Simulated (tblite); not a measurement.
Species: C3H6PSi (charge -1).
Bonds: C1–C2 (triple), C2–P3, P3–C4, C4–Si5. Hydrogens: H6 on C1; H7, H8 on C4; H9, H10, H11 on Si5.
Bond orders are those of one Lewis drawing.

Computed with GFN2-xTB (tblite), gas phase: L-BFGS steps from a force-field or distance-geometry start until the largest atomic force falls under 0.01 eV/Å.

Geometry at step 8:
```
atom  x, y, z in Å
C1      2.8286   -0.7993    0.7715
C2      1.7954   -0.1726    0.8563
P3      0.4620    0.8054    1.3738
C4     -0.4182    1.0505   -0.2696
Si5    -1.6418   -0.3685   -0.4523
H6      3.7017   -1.3763    0.6116
H7      0.2477    1.1418   -1.1262
H8     -0.9625    1.9971   -0.2046
H9     -0.9443   -1.5927   -0.8727
H10    -2.6634   -0.0825   -1.4952
H11    -2.3998   -0.6002    0.7815
```

Q: Give the atomic forces at this geometry.

A: 
```json
{"atom": "C1", "Fx (eV/Å)": "0.254", "Fy (eV/Å)": "-0.158", "Fz (eV/Å)": "-0.070"}
{"atom": "C2", "Fx (eV/Å)": "-0.167", "Fy (eV/Å)": "0.082", "Fz (eV/Å)": "0.045"}
{"atom": "P3", "Fx (eV/Å)": "0.162", "Fy (eV/Å)": "0.067", "Fz (eV/Å)": "0.056"}
{"atom": "C4", "Fx (eV/Å)": "-0.357", "Fy (eV/Å)": "0.041", "Fz (eV/Å)": "-0.190"}
{"atom": "Si5", "Fx (eV/Å)": "0.165", "Fy (eV/Å)": "-0.085", "Fz (eV/Å)": "0.057"}
{"atom": "H6", "Fx (eV/Å)": "-0.178", "Fy (eV/Å)": "0.087", "Fz (eV/Å)": "-0.018"}
{"atom": "H7", "Fx (eV/Å)": "0.250", "Fy (eV/Å)": "-0.070", "Fz (eV/Å)": "0.081"}
{"atom": "H8", "Fx (eV/Å)": "0.004", "Fy (eV/Å)": "0.066", "Fz (eV/Å)": "0.121"}
{"atom": "H9", "Fx (eV/Å)": "-0.081", "Fy (eV/Å)": "0.019", "Fz (eV/Å)": "0.027"}
{"atom": "H10", "Fx (eV/Å)": "-0.017", "Fy (eV/Å)": "-0.042", "Fz (eV/Å)": "-0.051"}
{"atom": "H11", "Fx (eV/Å)": "-0.034", "Fy (eV/Å)": "-0.008", "Fz (eV/Å)": "-0.056"}
```

The largest, 0.41 eV/Å, acts on C4; the rms over all components is 0.125 eV/Å. The forces sum to zero within rounding, as they must for an isolated molecule in no field.

Q: Give the force on C4 in Eh/bohr and in nN.

A: 0.406 eV/Å ÷ 51.422 = 0.00790 Eh/bohr, and 0.406 eV/Å × 1.602 = 0.65 nN.

Q: How far is this geometry from the end of the optimisation?

A: 0.070 eV above it, and 0.350 Å rms away after alignment. The bonds farthest from their final lengths, with half the difference of the two atoms' forces along the bond (positive lengthens):

```
   bond  now (Å)  final (Å)  force along bond (eV/Å)
  P3–C4    1.880      1.888                    +0.23
 Si5–H9    1.470      1.463                    -0.10
  C1–H6    1.059      1.053                    -0.25
  C4–H7    1.089      1.092                    +0.07
Si5–H10    1.488      1.491                    +0.10
Si5–H11    1.466      1.469                     0.00
```

The angle farthest from its final value is C1–C2–P3, 165.8° against 173.6°.

What follows is the cost of the whole relaxation. The run took 0.32 s wall on an Arm Neoverse V2 with one thread, no GPU, on a shared host.
